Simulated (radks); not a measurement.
Question: Species: neutral magnesium. Configuration: [Ne] 3s2. Calculated with a radial shooting solver on a logarithmic mesh with Libxc functionals: Dirac Kohn-Sham, PBEsol, spin-unpolarised, spherical densities, finite nucleus; Fermi nuclear charge, rms radius 3.057 fm. Some entries of the table are withheld. Estimate them.

orbital,occ.,eigenvalue (hartree),<1/r> (bohr^-1),<r^2> (bohr^2)
1s1/2,2,-46.17812,11.61,(1)
2s1/2,2,-2.92481,2.098,0.5875
2p1/2,2,-1.71757,1.960,(2)
2p3/2,4,-1.70700,1.952,(3)
3s1/2,2,-0.17196,0.4209,11.66

Answer: 
(1) 1s1/2 <r^2> (bohr^2): 0.02306
(2) 2p1/2 <r^2> (bohr^2): 0.6093
(3) 2p3/2 <r^2> (bohr^2): 0.6133
